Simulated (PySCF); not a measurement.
ClMg (SMILES [Mg+][Cl]), charge +1, singlet, geometry from GFN2-xTB (such geometries of metal compounds can be far from the true shape), with bond 2-1 at 2.4 times its length; CASSCF(4,6)/6-31G (PySCF).

Here is a job for PySCF.
```python
from pyscf import gto, scf, mcscf
import numpy

mol = gto.M(
    atom='''
Mg   -0.000000   -0.000000   -1.210739
Cl    0.000000    0.000000    3.746168
''',
    basis='6-31g',
    charge=1,
    spin=0,
    verbose=4,
)

mf = scf.RHF(mol)
mf.kernel()
mc = mcscf.CASSCF(mf, 6, 4)
mc.fix_spin_(ss=0.0)
mc.conv_tol = 1e-5
mc.kernel()
occ = numpy.linalg.eigvalsh(mc.fcisolver.make_rdm1(mc.ci, mc.ncas, mc.nelecas))[::-1]
ss = mc.fcisolver.spin_square(mc.ci, mc.ncas, mc.nelecas)[0]
print('natural occupations', occ.round(4), ' <S^2>', round(ss, 4))
```

**Question.** Predict the main parts of the log of this PySCF run.

**Answer.** 
```
PySCF version 2.14.0

[INPUT] verbose = 4
[INPUT] num. atoms = 2
[INPUT] num. electrons = 28
[INPUT] charge = 1
[INPUT] spin (= nelec alpha-beta = 2S) = 0
[INPUT] symmetry False subgroup None
[INPUT] Mole.unit = angstrom
[INPUT] Symbol           X                Y                Z      unit          X                Y                Z       unit  Magmom
[...]
nuclear repulsion = 21.7781271723839
number of shells = 14
number of NR pGTOs = 92
number of NR cGTOs = 26
basis = 6-31g
ecp = {}

******** <class 'pyscf.scf.hf.RHF'> ********
method = RHF
initial guess = minao
damping factor = 0
level_shift factor = 0
DIIS = <class 'pyscf.scf.diis.CDIIS'>
diis_start_cycle = 1
diis_space = 8
diis_damp = 0
SCF conv_tol = 1e-09
SCF conv_tol_grad = None
SCF max_cycles = 50
direct_scf = True
direct_scf_tol = 1e-13
Set gradient conv threshold to 3.16228e-05
Initial guess from minao.
init E= -658.818881400687
[...]
cycle= 1 E= -658.515075427991  delta_E= 0.304  |g|= 0.334  |ddm|= 1.35

WARN: HOMO -0.280595119257285 == LUMO -0.280595119257284

cycle= 2 E= -654.403599906171  delta_E= 4.11  |g|= 2.34  |ddm|= 3.31

WARN: HOMO -0.348433678054163 == LUMO -0.347704786114303

cycle= 3 E= -658.326217798137  delta_E= -3.92  |g|= 0.655  |ddm|=  2.3
[...]
cycle= 4 E= -658.41810088902  delta_E= -0.0919  |g|= 0.46  |ddm|= 0.338
[...]
cycle= 5 E= -658.496698193122  delta_E= -0.0786  |g|= 0.393  |ddm|= 2.12
[...]
cycle= 6 E= -658.496830957142  delta_E= -0.000133  |g|= 0.388  |ddm|= 0.0696
[...]
cycle= 7 E= -658.456992733531  delta_E= 0.0398  |g|= 0.345  |ddm|= 2.05
[...]
cycle= 8 E= -658.511257991482  delta_E= -0.0543  |g|= 0.335  |ddm|= 2.03
[...]
cycle= 9 E= -658.431264169602  delta_E= 0.08  |g|= 0.422  |ddm|= 2.06
[...]
cycle= 10 E= -658.441228042632  delta_E= -0.00996  |g|= 0.395  |ddm|= 0.0671
[...]
cycle= 11 E= -658.456185277037  delta_E= -0.015  |g|= 0.354  |ddm|= 0.12
[...]
cycle= 12 E= -658.450669820789  delta_E= 0.00552  |g|= 0.374  |ddm|= 0.0424
[...]
cycle= 13 E= -658.525031070491  delta_E= -0.0744  |g|= 0.282  |ddm|= 2.02
[...]
cycle= 14 E= -658.493152727178  delta_E= 0.0319  |g|= 0.361  |ddm|= 1.95
[...]
cycle= 15 E= -658.603788973562  delta_E= -0.111  |g|= 0.192  |ddm|= 1.98
[...]
cycle= 16 E= -658.642177844823  delta_E= -0.0384  |g|= 0.0477  |ddm|= 0.636
[...]
cycle= 17 E= -658.642244718303  delta_E= -6.69e-05  |g|= 0.0502  |ddm|= 0.0456
[...]
cycle= 18 E= -658.642993109088  delta_E= -0.000748  |g|= 0.0374  |ddm|= 0.0389
[...]
cycle= 19 E= -658.643154336539  delta_E= -0.000161  |g|= 0.0346  |ddm|= 0.0114
[...]
cycle= 20 E= -658.643097392126  delta_E= 5.69e-05  |g|= 0.0304  |ddm|= 0.0292
[...]
cycle= 21 E= -658.644820502426  delta_E= -0.00172  |g|= 0.00927  |ddm|= 0.218
[...]
cycle= 22 E= -658.646002770385  delta_E= -0.00118  |g|= 0.00899  |ddm|= 0.208
[...]
cycle= 23 E= -658.645903472378  delta_E= 9.93e-05  |g|= 0.0156  |ddm|= 0.0789
[...]
cycle= 24 E= -658.64584566051  delta_E= 5.78e-05  |g|= 0.0507  |ddm|= 0.341
[...]
cycle= 25 E= -658.647620466935  delta_E= -0.00177  |g|= 0.007  |ddm|= 0.116
[...]
cycle= 26 E= -658.638331068633  delta_E= 0.00929  |g|= 0.118  |ddm|= 0.662
[...]
cycle= 27 E= -658.633727822374  delta_E= 0.0046  |g|= 0.137  |ddm|= 0.111
[...]
cycle= 28 E= -658.624587311464  delta_E= 0.00914  |g|= 0.165  |ddm|= 0.112
[...]
cycle= 29 E= -658.646055689643  delta_E= -0.0215  |g|= 0.0695  |ddm|= 0.325
[...]
cycle= 30 E= -658.649741320121  delta_E= -0.00369  |g|= 0.0244  |ddm|= 0.119
[...]
cycle= 31 E= -658.628940062726  delta_E= 0.0208  |g|= 0.156  |ddm|= 0.636
[...]
cycle= 32 E= -658.619799966492  delta_E= 0.00914  |g|= 0.181  |ddm|= 0.143
[...]
cycle= 33 E= -658.623494617266  delta_E= -0.00369  |g|= 0.172  |ddm|= 0.102
[...]
cycle= 34 E= -658.65075460276  delta_E= -0.0273  |g|= 0.006  |ddm|= 0.572
[...]
cycle= 35 E= -658.65108390649  delta_E= -0.000329  |g|= 0.015  |ddm|= 0.187
[...]
cycle= 36 E= -658.649112170107  delta_E= 0.00197  |g|= 0.0559  |ddm|= 0.341
[...]
[...]
converged SCF energy = -658.651845595884

******** <class 'pyscf.mcscf.mc1step.CASSCF'> ********
CAS (2e+2e, 6o), ncore = 12, nvir = 8
max_cycle_macro = 50
max_cycle_micro = 4
conv_tol = 1e-05
conv_tol_grad = None
orbital rotation max_stepsize = 0.02
orbital rotation threshold for CI restart = 0.01
augmented hessian ah_max_cycle = 30
augmented hessian ah_conv_tol = 1e-12
augmented hessian ah_linear dependence = 1e-14
augmented hessian ah_level shift = 1e-08
augmented hessian ah_start_tol = 2.5
augmented hessian ah_start_cycle = 3
augmented hessian ah_grad_trust_region = 3
kf_trust_region = 3
kf_interval = 4
ci_response_space = 4
ci_grad_trust_region = 3
with_dep4 0
natorb = False
canonicalization = True
sorting_mo_energy = False
ao2mo_level = 2
internal_rotation = False
******** <class 'pyscf.fci.addons.SpinPenaltyFCISolver'> ********
max. cycles = 50
conv_tol = 1e-08
davidson only = True
linear dependence = 1e-12
level shift = 0.001
max iter space = 12
nroots = 1
pspace_size = 400
spin = None
CASCI E = -658.788323137133  S^2 = 0.0000000
Set conv_tol_grad to 0.00316228
macro iter   1 ( 17 JK    4 micro), CASSCF E = -658.796468694362  dE = -8.14555723e-03  S^2 = 0.0000000
               |grad[o]|=0.116  |grad[c]|=0.00813  |ddm|=0.00652  |maxRot[o]|=0.148
macro iter   2 ( 21 JK    4 micro), CASSCF E = -658.796939161649  dE = -4.70467287e-04  S^2 = 0.0000000
               |grad[o]|=0.00305  |grad[c]|=0.0047  |ddm|=0.00514  |maxRot[o]|=0.314
macro iter   3 ( 21 JK    4 micro), CASSCF E = -658.798298950531  dE = -1.35978888e-03  S^2 = 0.0000000
               |grad[o]|=0.00287  |grad[c]|=0.00567  |ddm|=0.00452  |maxRot[o]|=0.314
macro iter   4 ( 21 JK    4 micro), CASSCF E = -658.799780588655  dE = -1.48163812e-03  S^2 = 0.0000000
               |grad[o]|=0.00461  |grad[c]|=0.00826  |ddm|=0.00391  |maxRot[o]|=0.264
macro iter   5 ( 21 JK    4 micro), CASSCF E = -658.800738055734  dE = -9.57467079e-04  S^2 = 0.0000000
               |grad[o]|=0.0037  |grad[c]|=0.00502  |ddm|=0.00169  |maxRot[o]|=0.248
macro iter   6 ( 21 JK    4 micro), CASSCF E = -658.801639104979  dE = -9.01049245e-04  S^2 = 0.0000000
               |grad[o]|=0.00323  |grad[c]|=0.00297  |ddm|=0.000841  |maxRot[o]|=0.194
macro iter   7 ( 21 JK    4 micro), CASSCF E = -658.802768221112  dE = -1.12911613e-03  S^2 = 0.0000000
               |grad[o]|=0.00278  |grad[c]|=0.00313  |ddm|=0.00091  |maxRot[o]|=0.315
macro iter   8 ( 11 JK    2 micro), CASSCF E = -658.803193596532  dE = -4.25375420e-04  S^2 = 0.0000000
               |grad[o]|=0.00191  |grad[c]|=0.00245  |ddm|=0.00107  |maxRot[o]|=0.159
macro iter   9 (  6 JK    1 micro), CASSCF E = -658.803343441989  dE = -1.49845457e-04  S^2 = 0.0000000
               |grad[o]|=0.00139  |grad[c]|=0.00112  |ddm|=0.000276  |maxRot[o]|=0.0799
macro iter  10 (  6 JK    1 micro), CASSCF E = -658.803478712133  dE = -1.35270144e-04  S^2 = 0.0000000
               |grad[o]|=0.00105  |grad[c]|=0.00176  |ddm|=0.000572  |maxRot[o]|=0.0799
macro iter  11 (  6 JK    1 micro), CASSCF E = -658.803558564372  dE = -7.98522392e-05  S^2 = 0.0000000
               |grad[o]|=0.000698  |grad[c]|=0.00161  |ddm|=0.000458  |maxRot[o]|=0.0799
macro iter  12 (  3 JK    1 micro), CASSCF E = -658.803570344378  dE = -1.17800057e-05  S^2 = 0.0000000
               |grad[o]|=0.000358  |grad[c]|=0.000301  |ddm|=2.95e-05  |maxRot[o]|= 0.02
macro iter  13 (  1 JK    1 micro), CASSCF E = -658.803570344468  dE = -8.96989150e-11  S^2 = 0.0000000
               |grad[o]|=0.000276  |grad[c]|=1.05e-05  |ddm|=1.09e-05  |maxRot[o]|=    0
1-step CASSCF converged in  13 macro (176 JK  35 micro) steps
CASSCF canonicalization
Density matrix diagonal elements [9.98548466e-01 1.55399192e+00 1.42275071e+00 3.74269070e-06
 1.85148869e-03 2.28536790e-02]
CASSCF energy = -658.803570344468
CASCI E = -658.803570344468  E(CI) = -4.54499833186469  S^2 = 0.0000000
natural occupations [1.9931e+00 1.0000e+00 9.9860e-01 6.5000e-03 1.9000e-03 0.0000e+00]  <S^2> 0.0
```
